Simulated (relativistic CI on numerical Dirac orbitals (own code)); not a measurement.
Computed by Dirac-Coulomb-Breit CI, KLI orbitals optimised for each configuration, model QED (radiative potential, 1s self-energy scaled to tabulated hydrogen-like ionisation energies), unscaled Slater integrals (own radial code, finite nucleus).

Configuration list (outside the closed core 1s2): 2s²2p³, 2s2p⁴, 2p⁵, 2p⁴3s, 2s²2p²3s, 2p⁴3p, 2s²2p²3p, 2p⁴3d, 2s²2p²3d, 2s2p³3s, 2s2p³3p, 2s2p³3d, 2s²2p²4s, 2s²2p²4p, 2s²2p²4d, 2s²2p²4f, 2s²2p3s², 2s²2p3s3p, 2s2p³4s, 2s²2p²5s, 2s²2p3s3d, 2s2p³4p, 2s²2p3p², 2s²2p²5p, 2s2p³4d, 2s²2p²5d, 2s²2p²5f, 2s²2p²5g, 2s2p³4f, 2s²2p3p3d, 2s2p²3s², 2s²2p3d², 2s2p²3s3p, 2s2p²3s3d, 2s2p²3p², 2s2p²3p3d. Levels of other configurations are missing.

At this charge energies of transitions that change n are usually good to better than 1 %, and those within a shell (Δn = 0) to a few per cent.

Outline of the computed level scheme of Au LXXIII. Lowest level of each configuration: 2s²2p³ ²P°3/2 at 0.0 eV; 2s2p⁴ ⁴P5/2 at 2275.0 eV; 2p⁵ ²P°3/2 at 4746.3 eV; 2s²2p²3s ⁴P1/2 at 10038.4 eV; 2s²2p²3p ²P°1/2 at 10155.6 eV; 2s²2p²3d ²D3/2 at 10825.9 eV; 2s2p³3s ⁴P°5/2 at 12287.1 eV; 2s2p³3p ⁴P3/2 at 12415.2 eV.

Some strong electric-dipole decays among the lowest 45 levels: 2s²2p²3d ²D5/2 → 2s²2p³ ²P°3/2 (1.9e+15 s⁻¹); 2s2p³3p ²P1/2 → 2s²2p³ ²P°3/2 (7.1e+14 s⁻¹); 2s2p³3p ²D5/2 → 2s²2p³ ²P°3/2 (7.0e+14 s⁻¹); 2s2p³3p ²D3/2 → 2s²2p³ ²P°3/2 (4.6e+14 s⁻¹); 2s²2p²3d ²D3/2 → 2s²2p³ ²P°3/2 (3.4e+14 s⁻¹); 2s²2p²3d ⁴F3/2 → 2s²2p³ ²P°3/2 (3.3e+14 s⁻¹); 2s²2p²3s ⁴P1/2 → 2s²2p³ ²P°3/2 (3.2e+14 s⁻¹); 2s²2p²3s ²P1/2 → 2s²2p³ ⁴S°3/2 (2.7e+14 s⁻¹).

LS names give the leading component of a level, which can be under half, so a name can repeat, a term be missing and a line seem to break the LS rules.
